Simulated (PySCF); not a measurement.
Gas-phase reaction: SnCl4 + 4 H = SnH2Cl2 + 2 HCl

Computed with PySCF (xtb for GFN2) and rigid-rotor harmonic-oscillator thermochemistry at 1 bar. † marks an energy on the PBE0/def2-TZVP geometry and frequencies; other levels use their own. MP2 and CCSD(T) freeze the core. Open shells (unrestricted): H (multiplicity 2); the rest are closed-shell singlets. GFN2 has no spin-polarisation term. Sn: scalar-relativistic def2 core potential, no spin-orbit coupling. SnH2Cl2: computed as isolated molecules; such fragments, hydroxides, amides, oligomers or adducts are transient or little studied in the gas. MP2 isn't extrapolated to the basis-set limit; its ΔH°(298 K) is -650.3 kJ in def2-SVP and -685.8 kJ in def2-TZVPP. CCSD(T) isn't extrapolated to the basis-set limit; its ΔH°(298 K) is -709.9 kJ in def2-SVP and -746.0 kJ in def2-TZVPP. The harmonic model lacks anharmonicity and excited electronic states, which grow with temperature; levels with a mode under 35 cm⁻¹ are left out. Soft modes under 120 cm⁻¹ make the harmonic entropy rough for SnCl4, SnH2Cl2.

ΔH° and ΔS° at 298 K: CCSD(T)/def2-TZVPP† -746 kJ, -139 J/K; GFN2-xTB -885 kJ, -147 J/K; M06-2X/def2-TZVP† -700 kJ, -139 J/K; MP2/def2-SVP† -650 kJ, -139 J/K; PBE/def2-SVP -692 kJ, -140 J/K.

**Question.** With the heat capacities included, give log10 K (1 bar) at 800, 1000, 1600, 1800, 2500 K from CCSD(T)/def2-TZVPP†, GFN2-xTB, M06-2X/def2-TZVP†, MP2/def2-SVP†, PBE/def2-SVP.

**Answer.** 
```csv
T (K),CCSD(T)/def2-TZVPP†,GFN2-xTB,M06-2X/def2-TZVP†,MP2/def2-SVP†,PBE/def2-SVP
800,40.6,49.3,37.6,34.4,37.0
1000,30.5,37.4,28.1,25.5,27.7
1600,15.3,19.5,13.7,12.1,13.4
1800,12.4,16.2,11.0,9.6,10.8
2500,5.9,8.6,4.9,3.9,4.7
```
